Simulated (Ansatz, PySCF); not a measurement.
Energy difference 2 R1 → P1 + P2, each structure at its B3LYP-D3(BJ)/def2-TZVP stationary point, reached from a drawn start (curvature not checked).
P1: I4Ti (SMILES [I][Ti]([I])([I])[I]), charge 0, multiplicity 1.
R1, I3Ti (SMILES [I][Ti]([I])[I]) (charge 0, multiplicity 2, Z-matrix in Å and degrees):
```
Ti
I 1 2.5647
I 1 2.5647 2 119.99
I 1 2.5647 2 120.00 3 -179.90
```
P2, I2Ti (SMILES [I][Ti][I]) (charge 0, multiplicity 3):
```xyz
3

Ti     0.000     0.000    -0.002
I      2.614    -0.004     0.012
I     -2.614     0.004    -0.010
```

P less R. No zero-point or thermal terms; singlets are restricted closed shells; open shells are unrestricted; no spin–orbit coupling. The spin states of the d-block species are the ones drawn and need not be the lowest.

Run with Ansatz (a first-principles code); PySCF for the D3/D4 terms. All values are computed, each at the level named. Elements past Kr take the def2 small-core potentials, without spin–orbit coupling.

**Question.** One of these levels gives 58.3 kJ/mol for the reaction energy. Which?
(A) BHLYP-D4/def2-TZVPP
(B) BHLYP/def2-TZVPP
(C) CAM-B3LYP-D3(BJ)/def2-TZVPP
(D) r2SCAN/def2-TZVPP

**Answer.** C, CAM-B3LYP-D3(BJ)/def2-TZVPP. The others give 39.9 (r2SCAN/def2-TZVPP), 78.7 (BHLYP/def2-TZVPP), 68.6 (BHLYP-D4/def2-TZVPP)
